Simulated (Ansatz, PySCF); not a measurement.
Al(F)(Me)(vinyl) (C₃H₆AlF), SMILES [Al]([CH]=C)([F])[CH3]. Atoms are numbered in the order given.

```xyz
11

Al     0.1654     0.4350     0.1584
F      1.1778     1.7551    -0.0310
C     -1.0558     0.4315     1.6746
H     -1.6874    -0.4703     1.7181
H     -1.7241     1.3093     1.6410
H     -0.4985     0.4979     2.6252
C      0.2938    -0.9867    -1.1535
C     -0.4867    -2.0797    -1.0721
H      0.9998    -0.9455    -1.9951
H     -0.4391    -2.9021    -1.7980
H     -1.2222    -2.2130    -0.2681
```

Geometry: B3LYP-D3(BJ)/def2-SVP. The structure was generated by enumeration; whether it is a known compound was not checked. Other conformers were not sampled.

Two levels are set side by side: PBE-D3(BJ)/def2-SVP (Ansatz, a first-principles code) and B3LYP-D3(BJ)/def2-SVP (Ansatz). Each level has its own optimised geometry; the coordinates shown are those of the second. Frequencies come from the Hessian of PySCF at each geometry. Differences are taken from unrounded values.

| quantity | B3LYP-D3(BJ) | PBE-D3(BJ) | PBE-D3(BJ) minus B3LYP-D3(BJ) |
|---|---|---|---|
| mean bond length (Å) | 1.351 | 1.359 | 0.008 |
| bond Al1–F2 (Å) | 1.674 | 1.687 | 0.012 |
| bond Al1–C3 (Å) | 1.947 | 1.954 | 0.007 |
| bond Al1–C7 (Å) | 1.939 | 1.948 | 0.009 |
| bond C7–C8 (Å) | 1.345 | 1.353 | 0.008 |
| bond C3–H4 (Å) | 1.102 | 1.109 | 0.007 |
| bond C3–H5 (Å) | 1.104 | 1.111 | 0.007 |
| bond C3–H6 (Å) | 1.104 | 1.111 | 0.007 |
| bond C7–H9 (Å) | 1.099 | 1.107 | 0.008 |
| bond C8–H10 (Å) | 1.098 | 1.106 | 0.008 |
| bond C8–H11 (Å) | 1.098 | 1.106 | 0.008 |
| highest harmonic wavenumber (cm⁻¹) | 3176 | 3111 | -65 |
| mean harmonic wavenumber (cm⁻¹) | 1295 | 1262 | -33 |
| zero-point energy (kcal/mol) | 49.98 | 48.71 | -1.27 |

Exact exchange shortens and stiffens bonds; PBE has none. Differences between two approximate levels are no errors against the true value.
